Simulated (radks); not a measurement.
The numbers below are computed, except where a source is named.
Polarisability of the neon ion Ne8+, [He], at imaginary frequency. Level of theory: non-relativistic Kohn-Sham, exchange-only LDA, spin-polarised, spherical densities, point nucleus (a radial shooting solver on a logarithmic mesh with Libxc functionals). Response by self-consistent Sternheimer equations with the Hartree and adiabatic exchange-only LDA kernel.

w (hartree)  alpha1(iw) (bohr^3)  alpha2(iw) (bohr^5)
0.00266                 0.001080           0.00004237
0.0143                  0.001080           0.00004237
0.0360                  0.001080           0.00004237
0.0697                  0.001080           0.00004237
0.118                   0.001080           0.00004237
0.186                   0.001080           0.00004237
0.280                   0.001080           0.00004237
0.413                   0.001079           0.00004237
0.605                   0.001079           0.00004237
0.892                   0.001079           0.00004236
1.35                    0.001078           0.00004234
2.12                    0.001076           0.00004229
3.59                    0.001069           0.00004214
6.94                    0.001043           0.00004150
17.5                   0.0008840           0.00003743

Static values: alpha1 = 0.001080 bohr^3 (0.0001600 angstrom^3; uncoupled 0.001104), alpha2 = 0.00004237 bohr^5, alpha3 = 4.276e-06 bohr^7. C6 = 0.00003242, C8 = 7.276e-06, triple-dipole C9 = 2.583e-08 atomic units. One-pole (London) frequency 4 C6 / (3 alpha1^2) = 37.081 hartree, against 41.370 for minus the highest occupied eigenvalue. The dipole shielding factor is 0.200, as the force sum rule N/Z = 0.200 demands.
